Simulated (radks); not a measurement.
Spherical jellium clusters: N electrons in a uniform positive sphere of charge N and radius rs N^(1/3), rs = 2.68 bohr. Calculated with a radial shooting solver with Libxc functionals: non-relativistic Kohn-Sham, LDA (Slater exchange, Perdew-Wang correlation), spin-polarised, spherical densities. Levels are named by radial order and angular momentum (1s, 1p, 1d, 2s, ...), and open shells are averaged over m.

N = 38, configuration 1s2 1p6 1d10 2s2 1f14 2p(up 3, down 1). This is the lowest configuration that the search found. Occupied and some empty levels:

level,occupation,eigenvalue (eV),<r> (bohr)
1s up,1,-9.0456,5.262
1s down,1,-8.8537,5.432
1p up,3,-7.7742,6.315
1p down,3,-7.6613,6.391
1d up,5,-6.2131,7.050
1d down,5,-6.1370,7.072
2s up,1,-5.5671,5.860
2s down,1,-5.3321,5.776
1f up,7,-4.4142,7.668
1f down,7,-4.3490,7.665
2p up,3,-3.5306,6.924
2p down,1,-3.3139,7.007
1g up,0,-2.4338,8.293
1g down,0,-2.3670,8.282
2d up,0,-1.5969,8.604
3s up,0,-1.4721,9.061
2d down,0,-1.4603,8.787
3s down,0,-1.3532,9.227

Energy (eV): total -53.9926, kinetic 136.07, external -5128.7, Hartree 2517.3, exchange-correlation -195.31, background 2616.6.
